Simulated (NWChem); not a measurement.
System: GaSiH5O; SMILES [SiH3][O][GaH2]

NWChem input:

```
start job
memory heap 200 mb stack 900 mb global 1100 mb
geometry units angstroms noautosym nocenter noautoz
  Ga     0.049923    -1.215301    -0.016596
  H     -1.479317    -1.451373    -0.243396
  H      1.209796    -2.244299     0.139646
  O      0.576536     0.488550     0.082133
  Si     0.037347     2.049184     0.024982
  H      0.349999     2.746636     1.309803
  H     -1.444989     2.111187    -0.195314
  H      0.708512     2.782428    -1.091584
end
basis spherical
  * library aug-cc-pvdz
end
dft
  xc pbe0
  iterations 150
end
property
  response 1 0.0
end
task dft property
```

Geometry: optimised at PBE0/def2-SVP.

Static field.

Task: What results follow from this input? (PBE0/aug-cc-pVDZ.) Quantities: isotropic polarisability (bohr³); anisotropy (bohr³).

Result: 
| Item | Result |
|---|---|
| isotropic polarisability (bohr³) | 61.2 |
| anisotropy (bohr³) | 18.8 |
